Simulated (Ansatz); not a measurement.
A CCSD(T) single point on C₂H₆ClNSi, SMILES `N=CC([SiH3])Cl`.

```yaml
crystal:
  periodic: [false, false, false]
  atoms:
    - {symbol: N, position_ang: [0.344136, 0.567172, 2.179749]}
    - {symbol: C, position_ang: [0.790723, 0.050328, 1.118330]}
    - {symbol: C, position_ang: [0.000595, -0.690357, 0.087958]}
    - {symbol: Si, position_ang: [-0.491613, 0.444118, -1.357804]}
    - {symbol: Cl, position_ang: [0.960334, -2.040162, -0.596772]}
    - {symbol: H, position_ang: [-0.653564, 0.377382, 2.298099]}
    - {symbol: H, position_ang: [1.851262, 0.179483, 0.885476]}
    - {symbol: H, position_ang: [-0.894104, -1.128461, 0.535898]}
    - {symbol: H, position_ang: [-1.368480, 1.519794, -0.826745]}
    - {symbol: H, position_ang: [0.742598, 1.026555, -1.936149]}
    - {symbol: H, position_ang: [-1.216686, -0.362949, -2.367540]}
basis:
  gaussian: {orbitals: def2-SVP}
correlation: {method: ccsd_t}
```

```sh
$ ansatz run in.yaml --threads 4 --pin off --events-out ev --progress --plain --max-ram 10444MiB
```

Log, shortened:

```
Functional definition: HF
1069 factors; integrals over basis functions are off by at most 1.3e-3 eV
mean field evaluation 1: about -23990.4896 eV, gradient 3.1e1 eV
mean field evaluation 2: about -23990.4947 eV, gradient 3.1e1 eV
mean field evaluation 4: about -23993.3296 eV, gradient 4.2e0 eV
mean field evaluation 8: about -23993.4089 eV, gradient 1.7e-1 eV
mean field evaluation 16: about -23993.3971 eV, gradient 1.2e0 eV
mean field -23993.40910617 eV, -881.7415213348 hartree, gradient 2.6e-6 eV, S^2 0.000000; 0 other end points of the search recorded, 0 dependent functions left out
13 core orbitals not correlated: weight in the atoms' cores, before any rotation towards them, 1.000 or more for the frozen orbitals, at most 0.000 for the correlated occupied ones
reference -23993.40910617 eV, -881.7415213348 hartree; 15, 15 occupied and 80, 80 virtual orbitals, 1069 factors
second order -18.22989119 eV of doubles, -0.00000000 eV of singles
cycle   1  -19.13413697 eV  change   -9.0e-1 eV  update   1.0e-1
cycle   2  -19.69520631 eV  change   -5.6e-1 eV  update   3.2e-2
cycle   3  -19.81133428 eV  change   -1.2e-1 eV  update   1.5e-2
cycle   4  -19.80928601 eV  change    2.0e-3 eV  update   4.0e-3
cycle   5  -19.80964239 eV  change   -3.6e-4 eV  update   1.6e-3
cycle   6  -19.80992179 eV  change   -2.8e-4 eV  update   4.6e-4
cycle   7  -19.80973890 eV  change    1.8e-4 eV  update   1.7e-4
cycle   8  -19.80974226 eV  change   -3.4e-6 eV  update   5.6e-5
cycle   9  -19.80975103 eV  change   -8.8e-6 eV  update   2.3e-5
perturbative correction -0.63331858 eV, -0.0232740284 hartree
Total energy: -24013.85217577 eV, -882.4927902859 hartree
```

It took 5.5 s on 4 threads of an Arm Neoverse V2 on a shared host, with 0.49 GiB of host memory at the peak.

Correlation energy per correlated electron: -0.681 eV. T1 diagnostic: 0.0114.
